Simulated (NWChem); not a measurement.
System: C$_{3}$H$_{7}$NSi; SMILES C[Si@@H]1C=NC1

NWChem input:

```
start job
memory heap 200 mb stack 900 mb global 1100 mb
geometry units angstroms
  C     -0.038516     2.069772     0.539911
  Si    -0.011093     0.489918    -0.470995
  C     -1.093413    -0.971013     0.038888
  N     -0.125215    -1.765722     0.332544
  C      1.099466    -0.969494     0.073582
  H     -0.923837     2.676728     0.292867
  H     -0.058940     1.849404     1.617627
  H      0.854331     2.679220     0.326744
  H     -0.006172     0.838210    -1.929775
  H     -2.139207    -1.298982     0.136266
  H      1.742290    -1.462575    -0.673925
  H      1.697563    -0.858342     0.993271
end
basis spherical
  C library sto-3g
  Si library sto-3g
  N library sto-3g
  H library sto-3g
end
dft
  xc hfexch
  iterations 150
end
driver
  maxiter 120
end
task dft optimize
```

NWChem printed, in part:

```
             Northwest Computational Chemistry Package (NWChem) 7.3.0
             --------------------------------------------------------

 C1  symmetry detected

                             Geometry "geometry" -> ""
                             -------------------------

 Output coordinates in angstroms (scale by  1.889725989 to convert to a.u.)

  No.       Tag          Charge          X              Y              Z
 ---- ---------------- ---------- -------------- -------------- --------------
    1 C                    6.0000    -0.04545783     2.07802678     0.52366399
    2 Si                  14.0000    -0.00954908     0.49479588    -0.48167780
    3 C                    6.0000    -1.08925172    -0.96767977     0.02932497
    4 N                    7.0000    -0.11970655    -1.75840539     0.32922289
    5 C                    6.0000     1.10347213    -0.95932657     0.07194705
    6 H                    1.0000    -0.93172348     2.68141552     0.27132530
    7 H                    1.0000    -0.06912004     1.86130603     1.60205315
    8 H                    1.0000     0.84629402     2.68946900     0.31162663
    9 H                    1.0000    -0.00039713     0.83808089    -1.94162378
   10 H                    1.0000    -2.13438712    -1.29851265     0.12404999
   11 H                    1.0000     1.75050495    -1.45300544    -0.67152318
   12 H                    1.0000     1.69788635    -0.84318047     0.99340484

 Effective nuclear repulsion energy (a.u.)     216.4210608977

                                Z-matrix (autoz)
                                --------

 Units are Angstrom for bonds and degrees for angles

[...]

      ----------------------
      Optimization converged
      ----------------------

  Step       Energy      Delta E   Gmax     Grms     Xrms     Xmax
  ---- ---------------- -------- -------- -------- -------- --------
@    7    -455.60533583 -2.3D-07  0.00005  0.00001  0.00044  0.00097
                                     ok       ok       ok       ok

                                Z-matrix (autoz)
                                --------

 Units are Angstrom for bonds and degrees for angles

      Type          Name      I     J     K     L     M      Value     Gradient
      ----------- --------  ----- ----- ----- ----- ----- ---------- ----------
    1 Stretch                  1     2                       1.85884   -0.00000
    2 Stretch                  1     6                       1.08263    0.00002
    3 Stretch                  1     7                       1.08197    0.00002
    4 Stretch                  1     8                       1.08270    0.00002
    5 Stretch                  2     3                       1.84253    0.00002
    6 Stretch                  2     5                       1.87570    0.00002
    7 Stretch                  2     9                       1.42610   -0.00002
    8 Stretch                  3     4                       1.29332    0.00005
    9 Stretch                  3    10                       1.08716    0.00001
   10 Stretch                  4     5                       1.53091    0.00005
   11 Stretch                  5    11                       1.08785    0.00001
   12 Stretch                  5    12                       1.08791    0.00001
   13 Bend                     1     2     3               119.28260   -0.00001
   14 Bend                     1     2     5               118.56634   -0.00001
   15 Bend                     1     2     9               110.14426    0.00001
   16 Bend                     2     1     6               111.00271   -0.00001
   17 Bend                     2     1     7               111.55337   -0.00001
   18 Bend                     2     1     8               110.87629    0.00001
   19 Bend                     2     3     4                98.39472   -0.00000
   20 Bend                     2     3    10               140.28932    0.00001
   21 Bend                     2     5     4                89.01687    0.00000
   22 Bend                     2     5    11               118.66617    0.00001
   23 Bend                     2     5    12               118.31370    0.00000
   24 Bend                     3     2     5                71.81594    0.00002
   25 Bend                     3     2     9               116.52262   -0.00001
   26 Bend                     3     4     5               100.76634   -0.00002
   27 Bend                     4     3    10               121.31230   -0.00000
   28 Bend                     4     5    11               110.73838   -0.00001
   29 Bend                     4     5    12               110.46316   -0.00001
   30 Bend                     5     2     9               116.11003   -0.00001
   31 Bend                     6     1     7               107.82640   -0.00000
   32 Bend                     6     1     8               107.58531    0.00001
   33 Bend                     7     1     8               107.82915    0.00000
   34 Bend                    11     5    12               107.97724    0.00000
   35 Torsion                  1     2     3     4        -113.70524   -0.00001
   36 Torsion                  1     2     3    10          67.04676   -0.00000
   37 Torsion                  1     2     5     4         114.51771    0.00000
   38 Torsion                  1     2     5    11        -132.26345   -0.00000
   39 Torsion                  1     2     5    12           1.69211    0.00001
   40 Torsion                  2     3     4     5           0.67944    0.00000
   41 Torsion                  2     5     4     3          -0.66037   -0.00000
   42 Torsion                  3     2     1     6         -79.08438    0.00001
   43 Torsion                  3     2     1     7          41.19494    0.00000
   44 Torsion                  3     2     1     8         161.39175    0.00001
   45 Torsion                  3     2     5     4           0.47931    0.00000
   46 Torsion                  3     2     5    11         113.69815   -0.00000
   47 Torsion                  3     2     5    12        -112.34629    0.00001
   48 Torsion                  3     4     5    11        -121.09257   -0.00001
   49 Torsion                  3     4     5    12         119.33402   -0.00000
   50 Torsion                  4     3     2     5          -0.57342   -0.00000
   51 Torsion                  4     3     2     9         110.14543   -0.00000
   52 Torsion                  4     5     2     9        -110.77156    0.00001
   53 Torsion                  5     2     1     6        -163.22623   -0.00001
   54 Torsion                  5     2     1     7         -42.94691   -0.00002
   55 Torsion                  5     2     1     8          77.24990   -0.00001
   56 Torsion                  5     2     3    10        -179.82142    0.00000
   57 Torsion                  5     4     3    10        -179.88292   -0.00000
   58 Torsion                  6     1     2     9          59.59586   -0.00000
   59 Torsion                  7     1     2     9         179.87518   -0.00001
   60 Torsion                  8     1     2     9         -59.92801   -0.00001
   61 Torsion                  9     2     3    10         -69.10257    0.00000
   62 Torsion                  9     2     5    11           2.44729   -0.00000
   63 Torsion                  9     2     5    12         136.40284    0.00002

                         Geometry "geometry" -> "geometry"
                         ---------------------------------

 Output coordinates in angstroms (scale by  1.889725989 to convert to a.u.)

[...]
```

Level: Hartree-Fock/STO-3G.
